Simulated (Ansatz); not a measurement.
Ge2O4⁺. Charge 1, multiplicity 2. Geometry PBE-D4/def2-SVP, basis def2-TZVP, Ansatz.

```xyz
6

Ge    0.0375   -1.1694   -1.5401
Ge    1.4985    1.1657    0.3698
O    -0.1124    0.5570    1.4116
O    -1.2382    0.1347    0.7828
O    -1.1099   -1.0355    0.1081
O     0.9245    0.3476   -1.1321
```

```json
{"run": "A", "HOMO (eV)": "-11.79", "LUMO (eV)": "-10.74"}
{"run": "B", "HOMO (eV)": "-13.82", "LUMO (eV)": "-9.71"}
{"run": "C", "HOMO (eV)": "-16.13", "LUMO (eV)": "-7.55"}
{"run": "D", "HOMO (eV)": "-12.32", "LUMO (eV)": "-10.72"}
{"run": "E", "HOMO (eV)": "-13.59", "LUMO (eV)": "-9.78"}
{"run": "F", "HOMO (eV)": "-14.94", "LUMO (eV)": "-8.69"}
```

LC-ωPBE has ω = 0.4 bohr⁻¹. The structure holds 2 bonds between oxygen atoms, so isomers without such links may lie far lower. The structure comes from a short search, and lower isomers may exist.

HOMO and LUMO are taken over both spins.

Task: The runs used CAM-B3LYP, LC-ωPBE, PBE, PBE0, r2SCAN, r2SCAN0. Estimate which is which.

Result: A PBE (0 % exact exchange); B r2SCAN0 (25 % exact exchange); C LC-ωPBE (range-separated); D r2SCAN (0 % exact exchange); E PBE0 (25 % exact exchange); F CAM-B3LYP (range-separated). Exact exchange lowers occupied and raises empty levels; among semilocal functionals meta-GGAs tend to open the gap a little, and such runs are hard to tell apart. The gap grows from 1.05 eV (PBE) to 8.58 eV (LC-ωPBE).
